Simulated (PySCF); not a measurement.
# Running PySCF for SeCl⁻

Input:

```python
from pyscf import gto, scf, mp

mol = gto.M(
    atom='Se 0 0 0; Cl 0 0 2.294',
    basis='lanl2dz',
    ecp={'Se': 'lanl2dz', 'Cl': 'lanl2dz'},
    charge=-1,
    spin=0,
    symmetry=True,
    verbose=4,
)
mf = scf.RHF(mol)
mf.kernel()
mp.MP2(mf).kernel()
mf.dip_moment()
print('orbital energies (hartree):', mf.mo_energy[..., max(0, mol.nelec[1]-3):mol.nelec[0]+3].round(4))
```

```bash
$ OMP_NUM_THREADS=1 python input.py
```

It prints (some set-up lines and the per-cycle HOMO/LUMO lines with their warnings removed):

```
PySCF version 2.14.0

[INPUT] verbose = 4
[INPUT] num. atoms = 2
[INPUT] num. electrons = 14
[INPUT] charge = -1
[INPUT] spin (= nelec alpha-beta = 2S) = 0
[INPUT] symmetry True subgroup None
[INPUT] Mole.unit = angstrom
[INPUT] Symbol           X                Y                Z      unit          X                Y                Z       unit  Magmom
[INPUT]  1 Se     0.000000000000   0.000000000000   0.000000000000 AA    0.000000000000   0.000000000000   0.000000000000 Bohr   0.0
[INPUT]  2 Cl     0.000000000000   0.000000000000   2.294000000000 AA    0.000000000000   0.000000000000   4.335031729752 Bohr   0.0

nuclear repulsion = 9.68851040045336
point group symmetry = Coov
symmetry origin: [0.         0.         1.44501058]
symmetry axis x: [1. 0. 0.]
symmetry axis y: [0. 1. 0.]
symmetry axis z: [0. 0. 1.]
num. orbitals of irrep A1 = 8
num. orbitals of irrep E1x = 4
num. orbitals of irrep E1y = 4
number of shells = 8
number of NR pGTOs = 24
number of NR cGTOs = 16
basis = lanl2dz
ecp = {'Se': 'lanl2dz', 'Cl': 'lanl2dz'}

******** <class 'pyscf.scf.hf_symm.SymAdaptedRHF'> ********
method = SymAdaptedRHF
initial guess = minao
damping factor = 0
level_shift factor = 0
DIIS = <class 'pyscf.scf.diis.CDIIS'>
diis_start_cycle = 1
diis_space = 8
diis_damp = 0
SCF conv_tol = 1e-09
SCF conv_tol_grad = None
SCF max_cycles = 50
direct_scf = True
direct_scf_tol = 1e-13
Freeze 0 electrons in irreps []
    14 free electrons in irreps A1 E1x E1y
Set gradient conv threshold to 3.16228e-05
Initial guess from minao.
init E= -6.62544455058585
cycle= 1 E= -23.7172866913617  delta_E= -17.1  |g|= 0.575  |ddm|= 4.79
cycle= 2 E= -23.7639232146216  delta_E= -0.0466  |g|= 0.102  |ddm|= 0.562
cycle= 3 E= -23.7668210281679  delta_E= -0.0029  |g|= 0.0192  |ddm|= 0.128
cycle= 4 E= -23.7671058269963  delta_E= -0.000285  |g|= 0.00758  |ddm|= 0.0321
cycle= 5 E= -23.7671445652611  delta_E= -3.87e-05  |g|= 0.000803  |ddm|= 0.0177
cycle= 6 E= -23.7671450569995  delta_E= -4.92e-07  |g|= 0.000134  |ddm|= 0.00163
cycle= 7 E= -23.7671450659414  delta_E= -8.94e-09  |g|= 6.89e-06  |ddm|= 0.000248
cycle= 8 E= -23.7671450659584  delta_E= -1.7e-11  |g|= 3.94e-07  |ddm|= 9.3e-06
Extra cycle  E= -23.7671450659585  delta_E= -7.82e-14  |g|= 1.11e-07  |ddm|= 7.11e-07
converged SCF energy = -23.7671450659585

******** <class 'pyscf.mp.mp2.RMP2'> ********
nocc = 7, nmo = 16
E(RMP2) = -23.825215227697  E_corr = -0.0580701617384692
E(SCS-RMP2) = -23.827301339476  E_corr = -0.0601562735175334
E_corr(same-spin) = -0.010993754502265
E_corr(oppo-spin) = -0.0470764072362042

WARN: System has nonzero charge -1; the dipole moment is origin-dependent.
Location of origin: [0. 0. 0.]

Dipole moment(X, Y, Z, Debye):  0.00000,  0.00000, -5.13388
orbital energies (hartree): [-0.2475 -0.0995 -0.0995  0.2732  0.821   0.8427]
```

In short: E(SCF) = -23.767145 Eh, 8 cycles, E(MP2) − E(SCF) = -0.05807 Eh.

Hardware: Intel Xeon Platinum 8488C, 1 thread, shared host. Wall time 1.4 s, peak memory 0.11 GiB.

The basis has no diffuse functions, which an anion needs. Stability towards an unrestricted solution was not tested. The bond length is a typed value, not an optimised one. The dipole of an ion depends on the origin.
